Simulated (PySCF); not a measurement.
**Two-photon absorption: SMILES N(=C\C=N\C)/[SiH2]P, C3H9N2PSi**

Cartesian coordinates in Å; atom numbers follow the order of the lines, from 1:
```xyz
16

C    -3.2218    0.7060    0.6121
N    -1.8494    0.6026    0.2671
C    -1.4713   -0.1603   -0.6628
C    -0.0678   -0.2864   -1.0389
N     0.8461    0.3714   -0.4785
Si    2.5464    0.4456   -0.5518
P     3.1979   -0.7100    1.2669
H    -3.3261    0.4315    1.6633
H    -3.5132    1.7539    0.5233
H    -3.8875    0.0815   -0.0016
H    -2.1725   -0.7786   -1.2485
H     0.1179   -0.9968   -1.8554
H     3.2671   -0.1589   -1.6830
H     2.8067    1.8820   -0.4761
H     2.4174    0.0029    2.1552
H     4.3026    0.0899    1.4973
```

Level of theory: PySCF 2.14.0, TDDFT PBE0/def2-SVPD excited states, vertical, gas phase. Geometry: GFN2-xTB.

Give the one- and two-photon strengths of the lowest singlets.

δ for parallel linear polarisation; σ at the peak of a Lorentzian of half width 0.1 eV, single beam; Ω is circular over linear.
| state | E (eV) | f | photon λ (nm) | δ (au) | σ (GM) | Ω | main |
| --- | --- | --- | --- | --- | --- | --- | --- |
| S1 | 3.11 | 0.000 | 797 | 6.04 | 0.02 | 0.89 | HOMO→LUMO 0.92 |
| S2 | 3.58 | 0.000 | 692 | 6.11 | 0.03 | 1.26 | HOMO−2→LUMO 0.97 |
| S3 | 4.24 | 0.116 | 585 | 1680 | 11.06 | 0.68 | HOMO−1→LUMO 0.92 |
| S4 | 5.44 | 0.388 | 456 | 39.6 | 0.43 | 0.58 | HOMO−3→LUMO 0.91 |
| S5 | 5.93 | 0.160 | 418 | 1160 | 14.88 | 0.75 | HOMO−4→LUMO 0.56, HOMO→LUMO+1 0.34 |

Among these, the strongest one-photon state is S4, the strongest two-photon state S5, with a dipole change of 1.5 D (relaxed, norm of the difference vector).
